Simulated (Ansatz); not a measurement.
`[F][Sn]([F])([SiH3])[SiH3]` + `CB(O)F` → `CB(F)O[SiH3]` + `[F][SnH]([F])[SiH3]` at 500 K and 1 bar (cleavage of the Si–Sn bond).

Computed with Ansatz on PBE0-D4/def2-TZVP structures; ΔE is electronic, products minus reactants. CCSD(T)/CBS adds triple-zeta CCSD(T) − MP2 to the extrapolated MP2 energy (def2 sets, frozen cores). Elements past krypton have def2 core potentials. For Sn outer-core shells are correlated without core-valence functions, which leaves a few kJ/mol of doubt a bond. Each species was taken in one conformer, which may not be the lowest.

```
                     species  CCSD(T)/CBS energy (Eh)  H − E (kJ/mol)  S (J/(mol·K))
`[F][Sn]([F])([SiH3])[SiH3]`               -995.44786           202.7          515.8
                    `CB(O)F`               -240.35473           187.4          340.3
              `CB(F)O[SiH3]`               -530.66692           241.8          429.9
       `[F][SnH]([F])[SiH3]`               -705.15468           139.2          429.1
```

H − E and S are ideal-gas, rigid-rotor, harmonic terms from PBE0-D4/def2-TZVP, for one conformer and one mirror image of each species. 1 Eh = 2625.50 kJ/mol, R = 8.31446 J/(mol·K).

Question: By hand: ΔE, ΔH, ΔS and ΔG.

Answer: ΔE = (-530.66692) + (-705.15468) − (-995.44786) − (-240.35473) = -0.01901 Eh = -49.9 kJ/mol. Δ(H − E) = 241.8 + 139.2 − 202.7 − 187.4 = -9.1, so ΔH = -59.0 kJ/mol. ΔS = 429.9 + 429.1 − 515.8 − 340.3 = 2.9 J/(mol·K). ΔG = -59.0 − 500 × (2.9)/1000 = -60.5 kJ/mol.

Question: By hand: the equilibrium constant, and the temperature at which ΔG would vanish if ΔH and ΔS stayed fixed.

Answer: log₁₀ K = −ΔG/(RT ln 10) = 6.3. ΔH and −TΔS have one sign here, so there is no such temperature. One of them is within its doubt of zero, so this could turn.

The number of gas molecules stays the same, so ΔS is small and ΔH decides. A doubt of 5 kJ/mol in ΔE shifts log₁₀ K by 0.5 here. Other conformers and mirror images would add mixing entropy, several J/(mol·K) or more a flexible species. Modes under 60 cm⁻¹, often nearly free rotors, make the harmonic entropy too high. These are equilibria of isolated gas molecules and say nothing of rates. Largest T1 diagnostic: 0.015 (customary marks: 0.02 for closed shells, 0.045 for open ones).
